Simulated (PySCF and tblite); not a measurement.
The numbers below are computed, except where a source is named.
C6H9F, numbered as in [CH2:1]=[CH:2]/[CH:3]=[C:4](\[F:5])[CH2:6][CH3:7].

Search: ETKDG and KDG, MMFF94s, GFN2-xTB, 90 starts; geometries at PBE0-D3(BJ)/def2-SVP. Energies: PBE0-D3(BJ)/def2-TZVP (IEF-PCM, chloroform), with GFN2-xTB thermal terms (modes under about 100 cm⁻¹ blended into free rotors). Symmetry numbers and mirror images are counted. Conformers within 2.5 kcal/mol (GFN2-xTB free energy) were kept, 4 at most. GIAO shieldings: PBE0/pcSseg-1 (IEF-PCM, chloroform). Shifts are against TMS (¹H), TMS (¹³C), CFCl3 (¹⁹F) at the same level; of two unlike H on one atom, a is the less shielded. Run with PySCF (density fitting) and tblite.

(1) List the conformer-averaged shifts at 298.15 K.

(2) How do the conformers differ?

(3) Which signal moves most, for its nucleus, between 250 and 350 K through the change of populations alone?

Unscaled ¹⁹F shifts at such levels can be off by tens of ppm; differences between conformers or isomers are more reliable. Shifts are unscaled: against experiment ¹³C can be off by 15 ppm or more and ¹H by 0.8 ppm.

Results:

(1) ¹H: 6.84 (H2, 1H), 5.39 (H1a, 1H), 5.38 (H3, 1H), 5.30 (H1b, 1H), 2.28 (H6, 2H), 1.14 (H7, 3H) ppm. ¹³C: 173.1 (C4), 137.9 (C2), 121.5 (C1), 112.3 (C3), 29.2 (C6), 12.1 (C7) ppm. ¹⁹F: -99.7 (F5) ppm.

(2) Torsions listed: C1–C2–C3–C4, F5–C4–C6–C7. Of a mirror pair one member is shown.
| conformer | shape | weight % |
| --- | --- | --- |
| 1 | 180°, 58° | 57.9 |
| 2 | 180°, 180° | 41.8 |
| 3 | 1°, -59° | 0.3 |

| signal | 1 | 2 | 3 | average |
| --- | --- | --- | --- | --- |
| H1a | 5.38 | 5.39 | 6.12 | 5.39 |
| H1b | 5.31 | 5.30 | 5.71 | 5.30 |
| H2 | 6.82 | 6.88 | 6.04 | 6.84 |
| H3 | 5.45 | 5.30 | 5.09 | 5.38 |
| H6 | 2.25 | 2.31 | 2.26 | 2.28 |
| H7 | 1.17 | 1.09 | 1.19 | 1.14 |
| C1 | 121.7 | 121.2 | 127.4 | 121.5 |
| C2 | 138.0 | 137.8 | 137.3 | 137.9 |
| C3 | 113.5 | 110.7 | 107.1 | 112.3 |
| C4 | 172.7 | 173.7 | 176.8 | 173.1 |
| C6 | 30.1 | 27.8 | 31.3 | 29.2 |
| C7 | 13.5 | 10.1 | 13.8 | 12.1 |
| F5 | -104.4 | -93.4 | -92.3 | -99.7 |

(3) F5: -99.5 ppm at 250 K, -99.7 ppm at 298.15 K, -99.9 ppm at 350 K.
